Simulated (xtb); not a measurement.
hydrogen atom (H), doublet; GFN0-xTB run with xtb 6.7.1.

Input for xtb:
```
$ xtb mol.xyz --gfn 0 --uhf 1 --json

# file mol.xyz
1

H      0.00000000     0.00000000     0.00000000
```

The log (banner, timings and long lists left out):

```
   ID    Z sym.   atoms
    1    1 H      1

           -------------------------------------------------
          |                Calculation Setup                |
           -------------------------------------------------

           -------------------------------------------------
          |                 G F N 0 - x T B                 |
           -------------------------------------------------

          ...................................................
          :                      SETUP                      :
          :.................................................:
          :  # basis functions                   2          :
          :  # atomic orbitals                   2          :
          :  # shells                            2          :
          :  # electrons                         1          :
          :  electronic temp.          300.0000000     K    :
          :  accuracy                    1.0000000          :
          :  -> integral cutoff          0.2500000E+02      :
          :  -> integral neglect         0.1000000E-07      :
          ...................................................

         :::::::::::::::::::::::::::::::::::::::::::::::::::::
         ::                     SUMMARY                     ::
         :::::::::::::::::::::::::::::::::::::::::::::::::::::
         :: total energy              -0.438138811313 Eh    ::
         :: gradient norm              0.000000000000 Eh/a0 ::
         :: HOMO-LUMO gap              9.116254400000 eV    ::
         ::.................................................::
         :: H0 energy                 -0.438138811313 Eh    ::
         :: repulsion energy           0.000000000000 Eh    ::
         :: electrostat energy        -0.000000000000 Eh    ::
         :: -> Gsolv                   0.000000000000 Eh    ::
         ::    -> Gsasa                0.000000000000 Eh    ::
         ::    -> Gshift               0.000000000000 Eh    ::
         :: dispersion energy          0.000000000000 Eh    ::
         :: short-range corr.          0.000000000000 Eh    ::
         :: add. restraining           0.000000000000 Eh    ::
         :: total charge              -0.000000000000 e     ::
         :::::::::::::::::::::::::::::::::::::::::::::::::::::

           -------------------------------------------------
          |                Property Printout                |
           -------------------------------------------------

    * Orbital Energies and Occupations

         #    Occupation            Energy/Eh            Energy/eV
      -------------------------------------------------------------
         1        1.0000           -0.4381388             -11.9224 (HOMO)
         2                         -0.1031226              -2.8061 (LUMO)
      -------------------------------------------------------------
                  HL-Gap            0.3350162 Eh            9.1163 eV
             Fermi-level            0.0000000 Eh            0.0000 eV

     #   Z          covCN         q      C6AA      α(0)
     1   1 H        0.000    -0.000     7.620     5.048

 Mol. C6AA /au·bohr⁶  :          7.620475
 Mol. C8AA /au·bohr⁸  :         92.118965
 Mol. α(0) /au        :          5.047619

Wiberg/Mayer (AO) data.
largest (>0.10) Wiberg bond orders for each atom

 ---------------------------------------------------------------------------
     #   Z sym  total        # sym  WBO       # sym  WBO       # sym  WBO
 ---------------------------------------------------------------------------
     1   1 H    0.000
 ---------------------------------------------------------------------------

 dipole moment from electron density (au)
     X       Y       Z
   0.0000   0.0000   0.0000  total (Debye):    0.000

           -------------------------------------------------
          | TOTAL ENERGY               -0.438138811313 Eh   |
          | GRADIENT NORM               0.000000000000 Eh/α |
          | HOMO-LUMO GAP               9.116254400000 eV   |
           -------------------------------------------------

normal termination of xtb
```
